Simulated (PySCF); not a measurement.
## RhO₂: breathing scan

Level of theory: UPBE0/[Rh def2-TZVP with ECP28, O def2-TZVP], scalar-relativistic core potentials, density fitting, no spin–orbit coupling, PySCF.

Rigid scan from the doublet minimum (Rh–O 1.661 Å (×2); O–Rh–O 154.5°). Coordinate: all bonds to the central atom scaled together. Energies in kJ/mol from the minimum.

(1) Predict the curve at 0.92, 0.96, 1.00, 1.04, 1.08, 1.14, 1.22, 1.35.

Answers

(1) 
```
scale of all bonds to the centre  E (kJ/mol)  dipole size (D)  ⟨S²⟩
                            0.92       126.4             0.57  0.75
                            0.96        27.5             0.78  0.75
                            1.00         0.0             0.98  0.75
                            1.04        21.1             1.16  0.75
                            1.08        74.2             1.31  0.76
                            1.14       187.9             1.50  0.80
                            1.22       369.9             1.73  0.79
                            1.35       389.6             1.65  2.80
```

Spin contamination is strong at 1.35, so these points are less reliable.

With open d or f shells other occupations or spin states may lie lower.

The scan took 12 min on 2 threads of a shared Intel Xeon @ 2.50GHz (Skylake/Cascade Lake) host; the process peaked at 0.83 GiB.
